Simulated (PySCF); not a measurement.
Different ions with H2O ligands: trigonal bipyramidal complexes compared

All values are computed with PySCF: state-averaged CASSCF of the d shell with SC-NEVPT2, spin-free X2C, triple-zeta basis on the metal and double-zeta on the ligands, mean-field spin-orbit coupling; DFT geometries.

| complex | point group | M–L / Å | L–M–L / ° (cis) | solvent |
| --- | --- | --- | --- | --- |
| [Fe(H2O)5]2+ | Cs | 2.04–2.08 | 89–123 | water |
| [Co(H2O)5]2+ | C1 | 2.01–2.11 | 85–122 | water |
| [Fe(H2O)5]3+ | C2 | 1.95–1.98 | 88–122 | water |
| [Mn(H2O)5]2+ | C1 | 2.11–2.15 | 88–122 | water |

(1) Rank by the spin-orbit constant ζ, lowest first.
A. [Fe(H2O)5]3+
B. [Fe(H2O)5]2+
C. [Co(H2O)5]2+
D. [Mn(H2O)5]2+

(2) What are the ground states and moments?

Results:

(1) D (310 cm⁻¹), B (404 cm⁻¹), A (438 cm⁻¹), C (516 cm⁻¹).

(2) 
```csv
complex,shell,ground state (NEVPT2),total orbital splitting (CASSCF fit) / cm⁻¹,μeff(300 K) / μB
[Fe(H2O)5]2+,d6,5A'',9127,5.14
[Co(H2O)5]2+,d7,a 2S+1 = 4 state (99 % 4F),8321,4.47
[Fe(H2O)5]3+,d5,6A,13229,5.92
[Mn(H2O)5]2+,d5,6S-like,8787,5.92
```
